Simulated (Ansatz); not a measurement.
# C2H3Cl2Si (SMILES [H]/[C]=C/[SiH](Cl)Cl): the vertical ionisation energy from total energies

C2H3Cl2Si: 8 atoms, total charge 0, spin state doublet. As SMILES, `[H]/[C]=C/[SiH](Cl)Cl`. Geometry: relaxed at PBE0-D4/def2-TZVP. This is one conformer, not always the lowest.

Both states at this one shape; open shells run unrestricted unless said. 1 Eh = 27.2114 eV.

| level | program | doublet C2H3Cl2Si (Eh) | singlet C2H3Cl2Si+ (Eh) |
| --- | --- | --- | --- |
| UHF/3-21G | Ansatz | -1279.052132 | -1278.693897 |
| RPA@PBE/def2-SVP, 17 core orbitals frozen | Ansatz | -1285.941210 | -1285.610579 |

**Question.** Work out the vertical ionisation energy at each level.

**Answer.** 
1. UHF/3-21G: -1278.693897 − (-1279.052132) = 0.358235 Eh = 9.75 eV.
2. RPA@PBE/def2-SVP: -1285.610579 − (-1285.941210) = 0.330631 Eh = 9.00 eV.

No measured value is set beside it here; the levels span 9.00 to 9.75 eV. Hartree–Fock favours the state with fewer electron pairs, since it lacks pair correlation. The first state is spin-contaminated at UHF/3-21G (⟨S²⟩ = 0.95).
